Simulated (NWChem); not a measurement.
System: GeH4O; SMILES [OH][GeH3]

```xyz
6

Ge    -0.0072    -0.3404     0.0000
O     -0.0677     1.4416     0.0000
H      0.7212    -0.8550    -1.2605
H     -1.4784    -0.7712     0.0000
H      0.7212    -0.8550     1.2605
H      0.8076     1.8421     0.0000
```
Atoms are numbered in this order, from 1.

Computed with NWChem. Geometry: optimised at PBE0/def2-SVP. Total energies compare along this basis series because the functional is fixed.

| level | basis functions | energy (Ha) | highest occupied level (eV) | orbital gap (eV) | dipole (D) |
|---|---|---|---|---|---|
| B3LYP/def2-SVP | 66 | -2154.3605 | … | … | 1.47 |
| B3LYP/def2-SVPD | 93 | -2154.3748 | -8.27 | 7.79 | 1.52 |
| B3LYP/def2-TZVP | 103 | -2154.7251 | -8.20 | 8.00 | 1.48 |
| B3LYP/def2-TZVPP | 135 | -2154.7277 | -8.20 | 7.99 | 1.44 |
| B3LYP/def2-QZVP | 252 | -2154.7802 | -8.25 | 7.78 | 1.47 |

What belongs in the gaps?


- B3LYP/def2-SVP, highest occupied level (eV): -7.94
- B3LYP/def2-SVP, orbital gap (eV): 8.13
